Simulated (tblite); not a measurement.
Parent: `[NH2:1][Si@H:2]([O:3][SiH3:4])[SiH2:5][SiH3:6]` with H–N1–Si2–O3 -41° and 180°, N1–Si2–O3–Si4 -83°, N1–Si2–Si5–Si6 -22°, H11NOSi4.

Structures optimised with GFN2-xTB, isolated species. One conformer each, not checked by frequencies here.

| coordinate of the parent | value |
| --- | --- |
| N1–Si2 | 1.727 Å |
| Si2–O3 | 1.629 Å |
| O3–Si4 | 1.612 Å |
| Si2–Si5 | 2.301 Å |
| Si5–Si6 | 2.317 Å |
| N1–Si2–O3 | 104.9° |
| N1–Si2–Si5 | 105.7° |
| O3–Si2–Si5 | 111.8° |
| Si2–O3–Si4 | 155.8° |
| Si2–Si5–Si6 | 115.8° |

Question: How does the shared frame change in `[CH3:1][O:2][SiH2:3][O:4][Si@H:5]([NH2:6])[SiH2:7][SiH3:8]` with C1–O2–Si3–O4 -179°, O2–Si3–O4–Si5 18°, Si3–O4–Si5–N6 92°, O4–Si5–N6–H -104° and 40°, O4–Si5–Si7–Si8 -42°, CH13NO2Si4? Atoms pair as N1 = N6, Si2 = Si5, O3 = O4, Si4 = Si3, Si5 = Si7, Si6 = Si8 (parent first).

Answer: 
```tsv
parent	relative	value in the relative	change
N1–Si2	N6–Si5	1.723 Å	-0.004
Si2–O3	Si5–O4	1.651 Å	+0.022
O3–Si4	O4–Si3	1.600 Å	-0.012
Si2–Si5	Si5–Si7	2.299 Å	-0.002
Si5–Si6	Si7–Si8	2.312 Å	-0.005
N1–Si2–O3	N6–Si5–O4	110.8°	+5.9
N1–Si2–Si5	N6–Si5–Si7	111.6°	+5.9
O3–Si2–Si5	O4–Si5–Si7	107.7°	-4.1
Si2–O3–Si4	Si5–O4–Si3	144.9°	-10.9
Si2–Si5–Si6	Si5–Si7–Si8	115.9°	+0.1
```

Of the parent's bonds, Si2–O3 changes most (+0.022 Å). Bonds of the relative outside the shared frame: C1–O2 1.393, O2–Si3 1.630 Å. Point group C1 → C1.

Question: How does the shared frame change in `[CH3:1][SiH2:2][O:3][Si@@H:4]([NH2:5])[SiH2:6][SiH3:7]` with C1–Si2–O3–Si4 52°, Si2–O3–Si4–N5 -36°, O3–Si4–N5–H -44° and 177°, O3–Si4–Si6–Si7 -2°, CH13NOSi4? Atoms pair as N1 = N5, Si2 = Si4, O3 = O3, Si4 = Si2, Si5 = Si6, Si6 = Si7 (parent first).

Answer: 
```
     parent     relative  value in the relative  change
     N1–Si2       N5–Si4                1.727 Å   0.000
     Si2–O3       Si4–O3                1.633 Å  +0.004
     O3–Si4       O3–Si2                1.617 Å  +0.005
    Si2–Si5      Si4–Si6                2.300 Å  -0.001
    Si5–Si6      Si6–Si7                2.316 Å  -0.001
  N1–Si2–O3    N5–Si4–O3                 106.2°    +1.3
 N1–Si2–Si5   N5–Si4–Si6                 107.5°    +1.8
 O3–Si2–Si5   O3–Si4–Si6                 109.5°    -2.3
 Si2–O3–Si4   Si4–O3–Si2                 152.9°    -2.9
Si2–Si5–Si6  Si4–Si6–Si7                 117.3°    +1.5
```

Of the parent's bonds, Si2–O3 and O3–Si4 change most and about equally (+0.004 to +0.005 Å). Bonds of the relative outside the shared frame: C1–Si2 1.896 Å. Point group C1 → C1.

All values are computed, not measured.
